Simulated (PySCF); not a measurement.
**Working out the ionisation energy of Cr²⁺**

Cr²⁺ [Ar] 3d4 (5D) → Cr³⁺ [Ar] 3d3 (4F). Calculation: PySCF 2.14, in x2c-TZVPPall (6s5p4d2f1g, 64 functions); scalar relativity by spin-free X2C-1e. Frozen: [Ne]. Energies in hartree (1 hartree = 27.21139 eV):

```json
{"part": "UHF", "Cr²⁺ (lower)": "-1048.871141", "Cr³⁺ (upper)": "-1047.780704"}
{"part": "MP2 opposite-spin", "Cr²⁺ (lower)": "-0.215113", "Cr³⁺ (upper)": "-0.196413"}
{"part": "MP2 same-spin", "Cr²⁺ (lower)": "-0.110119", "Cr³⁺ (upper)": "-0.080695"}
```

Q: What does Hartree-Fock give?

A: (-1047.780704) − (-1048.871141) = 1.090437 hartree = 29.672 eV.

Q: What do MP2 and SCS-MP2 (6/5 opposite-spin, 1/3 same-spin) give?

A: The opposite-spin parts differ by 0.509 eV and the same-spin parts by 0.801 eV. MP2: 29.672 + (0.509) + (0.801) = 30.982 eV. SCS-MP2: 29.672 + 1.2 × (0.509) + (0.801)/3 = 30.550 eV.

A first-order spin-orbit estimate adds -0.024 eV to MP2 (valence and next inner shell), giving 30.958 eV against 30.959 ± 0.025 eV (measured; NIST Atomic Spectra Database, ionization energies).

What remains against the reference includes basis incompleteness, the frozen core and correlation beyond second order.
